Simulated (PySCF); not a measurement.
A structure optimised at r2SCAN-D4/def2-SVP, used in a PySCF frequency run:

```xyz
5

Sn     0.3149    -0.6275     0.0000
F     -1.0170    -2.0264     0.0000
Br    -0.1206     0.7282    -2.0197
Br    -0.1206     0.7282     2.0197
H      1.8526    -1.3590     0.0000
```
Charge 0, spin multiplicity 1.

### Question
Write its SMILES, formula and point group.

### Answer
[F][SnH]([Br])[Br], Br2FHSn, Cs

### Question
What are its rotational constants (standard atomic weights)?

### Answer
2.0333, 0.73342, 0.58546 GHz
